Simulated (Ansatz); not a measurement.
`BN1[SiH2][SiH]1Cl` + `C=CN[SiH3]` → `BN([SiH3])C=C` + `Cl[SiH]1N[SiH2]1` at 500 K and 1 bar (ligand exchange at a B–N bond).

Isolated molecules relaxed with PBE0-D4/def2-TZVP in Ansatz; ΔE leaves out vibrations. CCSD(T)/CBS adds triple-zeta CCSD(T) − MP2 to the extrapolated MP2 energy (def2 sets, frozen cores). This one scheme is used for every species. One conformer a species, not always the lowest.

```csv
species,CCSD(T)/CBS energy (Eh),H − E (kJ/mol),S (J/(mol·K))
`BN1[SiH2][SiH]1Cl`,-1120.50903,193.1,422.3
`C=CN[SiH3]`,-424.08767,263.2,381.7
`BN([SiH3])C=C`,-449.51164,303.2,404.4
`Cl[SiH]1N[SiH2]1`,-1095.09347,153.6,375.7
```

H − E and S are ideal-gas, rigid-rotor, harmonic terms from PBE0-D4/def2-TZVP, for one conformer and one mirror image of each species. 1 Eh = 2625.50 kJ/mol, R = 8.31446 J/(mol·K).

Question: By hand: ΔE, ΔH, ΔS and ΔG.

Answer: ΔE = (-449.51164) + (-1095.09347) − (-1120.50903) − (-424.08767) = -0.00841 Eh = -22.1 kJ/mol. Δ(H − E) = 303.2 + 153.6 − 193.1 − 263.2 = 0.5, so ΔH = -21.6 kJ/mol. ΔS = 404.4 + 375.7 − 422.3 − 381.7 = -23.9 J/(mol·K). ΔG = -21.6 − 500 × (-23.9)/1000 = -9.7 kJ/mol.

Question: By hand: the equilibrium constant, and the temperature at which ΔG would vanish if ΔH and ΔS stayed fixed.

Answer: log₁₀ K = −ΔG/(RT ln 10) = 1.0. ΔG = 0 at ΔH/ΔS = 904 K.

TΔS isn't small against ΔH here. A doubt of 5 kJ/mol in ΔE shifts log₁₀ K by 0.5 here. Other conformers and mirror images would add mixing entropy, several J/(mol·K) or more a flexible species. These are equilibria of isolated gas molecules and say nothing of rates. Largest T1 diagnostic: 0.013 (customary marks: 0.02 for closed shells, 0.045 for open ones).
